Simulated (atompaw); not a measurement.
H: one change to a PAW (atompaw) potential, before and after

atompaw 4.2.0.5 input, output lines left out:

```
H 1
GGA-PBE scalarrelativistic loggrid 1500 logderivrange -2 5 176
1 0 0 0 0 0
1 0 1
0 0 0
v
1
1.20 0.90 1.10 0.75
y
0.65
n
y
0.35
y
1.7
n
custom rrkj vanderbiltortho besselshape
2 0 troulliermartins
1.20
1.20
1.00
1.00
```

All-electron outer shells of the reference configuration (PBE, scalar-relativistic, ld1.x):

```
shell  level (eV)  outermost node (bohr)  outermost maximum (bohr)
   1s       -6.49                      –                      1.03
```

Change: all radii scaled by about 0.75 (s 0.90, p 0.76 bohr); local potential troulliermartins scheme with l = 2 at 0 Ry, radius 0.84 bohr; augmentation besselshape compensation charge, radius 0.68 bohr; PAW radius 0.90 bohr; waves and projectors: custom rrkj vanderbiltortho.

Cutoffs: the cutoffs (Ry, on a coarse ladder) from which the occupation-weighted sum of valence levels, in a spherical-Bessel basis at the reference potential, stays within 10 and 1 mRy of its value at 400 Ry; they do not see the model core or the augmentation charge, which bear on the density cutoff.

Q: What does the change do?

A: The potential gets harder (15 Ry and 25 Ry → 21 Ry and 40 Ry); neither file shows a bound ghost. A smaller radius makes the pseudo-wave follow the all-electron one further in, where it bends more sharply, so more plane waves are needed.

| quantity | base | changed |
| --- | --- | --- |
| cutoff, loose | 15 Ry | 21 Ry |
| cutoff, tight | 25 Ry | 40 Ry |
| bound ghosts | none | none |
| lowest overlap eigenvalue by channel | s 0.99, p 0.98 | s 0.99, p 0.91 |

 The cutoffs see the waves, projectors and local potential, not the compensation charge or the core.
